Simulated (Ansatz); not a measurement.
H$_{2}$Ge, triplet, geometry from GFN2-xTB (the spin is typed, not shown lowest); CAM-B3LYP/def2-QZVPP in Ansatz (a quantum-chemistry and plane-wave program).

Input for Ansatz:
Ansatz 0.2 input:
```yaml
crystal:
  periodic: [false, false, false]
  atoms:
    - {symbol: Ge, position_ang: [0.00156420, 0.00038405, 0.05289050]}
    - {symbol: H, position_ang: [-0.06808960, -1.28693347, -0.83567441]}
    - {symbol: H, position_ang: [0.01803519, 1.27464401, -0.85682148]}
basis:
  gaussian:
    orbitals: def2-QZVPP.json
hamiltonian:
  xc: cam_b3lyp
magnetization: {spin_polarized: true, initial_magnetization: 2}
```
The basis file holds def2-QZVPP in the JSON format of the Basis Set Exchange.

What the program printed (banner, timings and long lists left out):

```
Functional definition: CAM-B3LYP
675 factors; their error is unknown
134 factors; integrals over basis functions are off by at most 8.7e-5 eV
mean field evaluation 1: about -56552.1374 eV, gradient 1.1e1 eV
mean field evaluation 2: about -56552.3102 eV, gradient 1.1e1 eV
mean field evaluation 4: about -56552.4500 eV, gradient 5.1e-1 eV
mean field evaluation 8: about -56552.5583 eV, gradient 2.4e-1 eV
mean field evaluation 16: about -56552.5583 eV, gradient 2.5e-5 eV
mean field -56552.55829736 eV, -2078.2681847270 hartree, gradient 2.5e-5 eV, S^2 2.002568; 0 other end points of the search recorded, 0 dependent functions left out
reference -56552.55839283 eV, -2078.2681882357 hartree; 18, 16 occupied and 131, 133 virtual orbitals, 675 factors
Total energy: -56552.55839283 eV, -2078.2681882357 hartree
```
